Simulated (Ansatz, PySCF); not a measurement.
trans-(1R,2R)-1-chloro-2-ethynylcyclopropane (C₅H₅Cl), SMILES [C@@H]1([C@H](C1)C#C)Cl. Atoms are numbered in the order given.

```xyz
11

C      2.4402    -0.5420     0.7212
C      1.4097    -0.7523     0.1207
C      0.1974    -1.0086    -0.6048
C     -1.1100    -1.2284     0.1307
C     -0.9143     0.0154    -0.6593
Cl    -0.7386     1.5533     0.1558
H      3.3516    -0.3502     1.2561
H      0.3378    -1.5768    -1.5314
H     -1.7986    -1.9869    -0.2502
H     -1.0727    -1.1320     1.2180
H     -1.4369     0.1235    -1.6125
```

Coordinates come from a PBE0-D3(BJ)/def2-SVP optimisation.

Two levels are set side by side: PBE-D3(BJ)/def2-SVP (Ansatz, a quantum-chemistry and plane-wave program) and PBE0-D3(BJ)/def2-SVP (Ansatz). Each level has its own optimised geometry; the coordinates shown are those of the second. Frequencies come from the Hessian of PySCF at each geometry. Differences are taken from unrounded values.

```json
[
 {"quantity": "mean bond length (Å)", "PBE0-D3(BJ)": "1.305"},
 {"quantity": "bond C1–C2 (Å)", "PBE0-D3(BJ)": "1.211"},
 {"quantity": "bond C2–C3 (Å)", "PBE0-D3(BJ)": "1.436"},
 {"quantity": "bond C3–C4 (Å)", "PBE0-D3(BJ)": "1.516"},
 {"quantity": "bond C3–C5 (Å)", "PBE0-D3(BJ)": "1.512"},
 {"quantity": "bond C4–C5 (Å)", "PBE0-D3(BJ)": "1.486"},
 {"quantity": "bond C5–Cl6 (Å)", "PBE0-D3(BJ)": "1.749"},
 {"quantity": "bond C1–H7 (Å)", "PBE0-D3(BJ)": "1.074"},
 {"quantity": "bond C3–H8 (Å)", "PBE0-D3(BJ)": "1.096"},
 {"quantity": "bond C4–H9 (Å)", "PBE0-D3(BJ)": "1.093"},
 {"quantity": "bond C4–H10 (Å)", "PBE0-D3(BJ)": "1.092"},
 {"quantity": "bond C5–H11 (Å)", "PBE0-D3(BJ)": "1.092"},
 {"quantity": "highest harmonic wavenumber (cm⁻¹)", "PBE0-D3(BJ)": "3492"},
 {"quantity": "mean harmonic wavenumber (cm⁻¹)", "PBE0-D3(BJ)": "1335"},
 {"quantity": "zero-point energy (kcal/mol)", "PBE0-D3(BJ)": "51.51"}
]
```

**Question.** What does PBE-D3(BJ) give, and how far is it from PBE0-D3(BJ)? (An estimate is asked for; the answer gives what the named calculation found.)

**Answer.** 
```json
[
 {"quantity": "mean bond length (Å)", "PBE-D3(BJ)": "1.315", "PBE-D3(BJ) minus PBE0-D3(BJ)": "0.010"},
 {"quantity": "bond C1–C2 (Å)", "PBE-D3(BJ)": "1.223", "PBE-D3(BJ) minus PBE0-D3(BJ)": "0.012"},
 {"quantity": "bond C2–C3 (Å)", "PBE-D3(BJ)": "1.437", "PBE-D3(BJ) minus PBE0-D3(BJ)": "0.002"},
 {"quantity": "bond C3–C4 (Å)", "PBE-D3(BJ)": "1.531", "PBE-D3(BJ) minus PBE0-D3(BJ)": "0.015"},
 {"quantity": "bond C3–C5 (Å)", "PBE-D3(BJ)": "1.528", "PBE-D3(BJ) minus PBE0-D3(BJ)": "0.015"},
 {"quantity": "bond C4–C5 (Å)", "PBE-D3(BJ)": "1.497", "PBE-D3(BJ) minus PBE0-D3(BJ)": "0.010"},
 {"quantity": "bond C5–Cl6 (Å)", "PBE-D3(BJ)": "1.764", "PBE-D3(BJ) minus PBE0-D3(BJ)": "0.015"},
 {"quantity": "bond C1–H7 (Å)", "PBE-D3(BJ)": "1.081", "PBE-D3(BJ) minus PBE0-D3(BJ)": "0.007"},
 {"quantity": "bond C3–H8 (Å)", "PBE-D3(BJ)": "1.105", "PBE-D3(BJ) minus PBE0-D3(BJ)": "0.009"},
 {"quantity": "bond C4–H9 (Å)", "PBE-D3(BJ)": "1.101", "PBE-D3(BJ) minus PBE0-D3(BJ)": "0.008"},
 {"quantity": "bond C4–H10 (Å)", "PBE-D3(BJ)": "1.100", "PBE-D3(BJ) minus PBE0-D3(BJ)": "0.008"},
 {"quantity": "bond C5–H11 (Å)", "PBE-D3(BJ)": "1.101", "PBE-D3(BJ) minus PBE0-D3(BJ)": "0.008"},
 {"quantity": "highest harmonic wavenumber (cm⁻¹)", "PBE-D3(BJ)": "3411", "PBE-D3(BJ) minus PBE0-D3(BJ)": "-82"},
 {"quantity": "mean harmonic wavenumber (cm⁻¹)", "PBE-D3(BJ)": "1285", "PBE-D3(BJ) minus PBE0-D3(BJ)": "-50"},
 {"quantity": "zero-point energy (kcal/mol)", "PBE-D3(BJ)": "49.58", "PBE-D3(BJ) minus PBE0-D3(BJ)": "-1.93"}
]
```

Exact exchange shortens and stiffens bonds; PBE has none. Differences between two approximate levels are no errors against the true value.
